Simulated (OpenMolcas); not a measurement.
# C3H10OSi (trimethylsilanol): methods side by side

C3H10OSi has 15 atoms, charge 0, and is taken as a singlet. As SMILES, `C[Si](C)(C)O`. The coordinates come from a PBE0-D4/def2-TZVP relaxation. This is one conformer, not always the lowest.

Each level gives the vertical ionisation energy (to the doublet cation) (eV). The values are calculated.

```csv
level,kind,program,value (eV),CPU time (all runs)
SVWN5/6-31G* (spherical functions),LDA,OpenMolcas,9.44,3.2 min
BLYP/6-31G* (spherical functions),GGA,OpenMolcas,9.19,4.1 min
PBE/6-31G* (spherical functions),GGA,OpenMolcas,9.32,4.2 min
revPBE/6-31G* (spherical functions),GGA,OpenMolcas,9.29,5.1 min
M06-L/6-31G* (spherical functions),meta-GGA,OpenMolcas,9.59,6.7 min
TPSS/6-31G* (spherical functions),meta-GGA,OpenMolcas,9.40,7.3 min
BHLYP/6-31G* (spherical functions),global hybrid,OpenMolcas,10.12,3.5 min
B3LYP/6-31G* (Cartesian functions),global hybrid,OpenMolcas,9.75,4.2 min
```

The values span 9.19 to 10.12 eV. Times are those of the runs behind each value, whatever else they computed, on shared processors of several kinds: orders of magnitude only.
